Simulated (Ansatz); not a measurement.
`F[SiH](S)[GaH2]` + CH₃OH → `CO[SiH](F)S` + `[GaH3]`  (cleavage of the Si–Ga bond)

Calculated with Ansatz (gas phase, PBE0-D4/def2-TZVP geometries, no zero-point term in ΔE). CBS: MP2 limit from def2 TZ/QZ plus the TZ coupled-cluster correction, frozen cores. This one scheme is used for every species. Functionals use def2-TZVPP. B3LYP here is the variant with VWN-RPA as its local correlation; programs differ in this. HSE06 is defined as in plane-wave codes. For Ga outer-core shells are correlated without core-valence functions, which leaves a few kJ/mol of doubt a bond. Scalar relativity is left out up to krypton. Each species was taken in one conformer, which may not be the lowest.

CCSD(T)/CBS gives -23.3 kcal/mol.

Another level gave -23.0 kcal/mol. Which?
A. BHLYP/def2-TZVPP
B. B2PLYP/def2-TZVPP
C. HSE06-D4/def2-TZVPP
D. B3LYP-D4/def2-TZVPP

D. B3LYP-D4 -23.0, B2PLYP -24.5, HSE06-D4 -20.0, BHLYP -26.0 kcal/mol.

Largest T1 diagnostic among the species: 0.013.

Leaving LDA and LC-ωPBE aside and taking each functional with its dispersion term where it has one, the values, not all of them listed here, spread over 7.8 kcal/mol, from CAM-B3LYP-D4 to PBE-D4. LDA lies −2.7 kcal/mol from PBE without D4. From PBE to PBE0 (25 % exact exchange), in def2-TZVPP and without D4, ΔE moves by −2.3 kcal/mol. At CCSD(T), def2-SVP lies −0.8 kcal/mol from the extrapolated value and def2-TZVPP −1.0 kcal/mol.

CCSD(T)/CBS has its own doubt, a few kJ/mol and more with outer-core shells, so smaller differences from it don't rank the levels.
